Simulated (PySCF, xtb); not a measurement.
ethynylcyclopropane (C5H6), SMILES C#CC1CC1.

xtb 6.7.1 with GFN2-xTB at its own geometry gives an orbital gap of 6.30 eV and a dipole moment of 0.67 D.

Geometry optimised at B3LYP-D3(BJ)/def2-SVP.

Problem. What does PBE/def2-TZVP (PySCF) give? (Estimate from the structure and the level; the computed values follow.)

Solution. gap 5.88 eV (levels -6.02 and -0.14 eV), dipole 1.02 D.
